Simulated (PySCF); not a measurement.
# Predicted spectroscopic data

- GFN2-xTB geometry
- GIAO PBE0/pcSseg-1 shieldings
- code: PySCF 2.14
- equivalent nuclei averaged, one computed conformer, no solvent model, non-relativistic

Shifts are taken against calculated references (same method and geometry level): $^{1}$H (σ = 31.72 ppm) and $^{13}$C (σ = 186.93 ppm) against TMS. Splittings of carbon signals by F and P are missing where no couplings were computed. Where no couplings were computed, multiplicities follow the n + 1 count of equivalent neighbours, and m marks all less simple cases (inequivalent or close neighbours, rings, F or P nearby). Shifts are as computed. Against solution values, carbons near 30 ppm lie about +3 ppm off and those near 130 ppm about +5 ppm. Of 1211 compounds with measured shifts, 218 miss one by over three times the rms of a fit or turn the order of signals round; such compounds aren't used in these exercises.

**1.** SMILES CC(=O)c1pcpc([SiH3])c1F, C$_{6}$H$_{7}$FOP$_{2}$Si. $^{1}$H NMR (400 MHz, computed): δ 10.77 (m, 1H), 4.89 (m, 3H), 2.89 (s, 3H). $^{13}$C{$^{1}$H} NMR (computed): δ 202.6 (C), 196.3 (CH), 175.4 (C), 157.8 (C), 156.5 (C), 34.0 (CH3).

**2.** `InChI=1S/C5H5F3O2/c1-3(4(9)10-2)5(6,7)8/h1H2,2H3`. $^{1}$H NMR (400 MHz, computed): δ 7.29 (m, 1H), 6.79 (m, 1H), 4.10 (s, 3H). $^{13}$C{$^{1}$H} NMR (computed): δ 168.6, 142.2, 140.0, 131.1, 54.1.
